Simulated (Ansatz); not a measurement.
CH3B2Br (`BrB1BC1`) at its PBE0-D4/def2-TZVP geometry, where that method's forces vanish. Total charge 0; spin multiplicity 1.

```xyz
7

Br    2.0621   -0.6550    1.5668
B     0.4750   -0.0343    0.7269
B    -0.8700    0.6010    0.3582
C    -0.1897   -0.1250   -0.7270
H    -1.8875    1.1916    0.4350
H    -0.4012   -0.3421   -1.7715
H     0.8114   -0.6362   -0.5884
```

(1) What forces (eV/Å) does ωB97M-V/def2-TZVPP give on these atoms in Ansatz? (Best estimate.)

Answers

(1) Ansatz gave: 
```
Br1  0.075 -0.029  0.040
B2  -0.116  0.082  0.054
B3  -0.077  0.055  0.041
C4   0.115 -0.120 -0.177
H5   0.131 -0.081 -0.026
H6   0.004  0.041  0.133
H7  -0.132  0.052 -0.065
```
